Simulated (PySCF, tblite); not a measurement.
Isomers of C5H15OPSi2, one GFN2-xTB conformer each. Single-point energies are computed at PBE0/pcSseg-1 (PySCF, gas phase, no added dispersion term), electronic only.

Question: Rank them by PBE0/pcSseg-1 energy, lowest first (kcal/mol).
A. `[CH3:1][P@@:2]1(=[O:3])[CH2:4][C@H:5]([SiH3:6])[CH2:7][C@H:8]1[SiH3:9]` with C1–P2–C4–C5 126°, P2–C4–C5–Si6 83°, C4–C5–C7–C8 52°, C5–C7–C8–Si9 -166°
B. `[CH3:1][CH2:2][C@@H:3]1[CH2:4][Si@@:5]([CH3:6])([PH2:7])[O:8][SiH2:9]1` with C1–C2–C3–C4 -63°, C4–Si5–P7–H -178° and -86°, C2–C3–C4–Si5 -158°, C3–C4–Si5–C6 138°, C4–Si5–O8–Si9 -6°, Si5–O8–Si9–C3 -10°

Answer: B (0.0), A (56.6).

As drawn, the lower has an Si–O bond, which the higher lacks; the higher has a P=O bond, which the lower lacks. GFN2-xTB itself gives, in the same order: 0.0, 11.8. Both levels put the same isomer lowest.

Which frontier levels, dipoles and rotational constants go with these structures?

| SMILES | HOMO (eV, PBE0/pcSseg-1) | LUMO (eV) | dipole (D) | A, B, C (MHz) |
| --- | --- | --- | --- | --- |
| CC[C@@H]1C[Si@@](C)(P)O[SiH2]1 | -7.24 | 0.35 | 1.84 | 1363, 614.3, 558.3 |
| C[P@@]1(=O)C[C@H]([SiH3])C[C@H]1[SiH3] | -7.41 | 0.35 | 4.03 | 1337, 797.8, 639.8 |

What happens when harmonic zero-point energies from GFN2-xTB frequencies are added?

```csv
SMILES,ZPE (kcal/mol),electronic (kcal/mol),with ZPE (kcal/mol)
CC[C@@H]1C[Si@@](C)(P)O[SiH2]1,117.4,0.0,0.0
C[P@@]1(=O)C[C@H]([SiH3])C[C@H]1[SiH3],113.0,56.6,52.2
```

The zero-point energies span 4.4 kcal/mol. The order is unchanged.
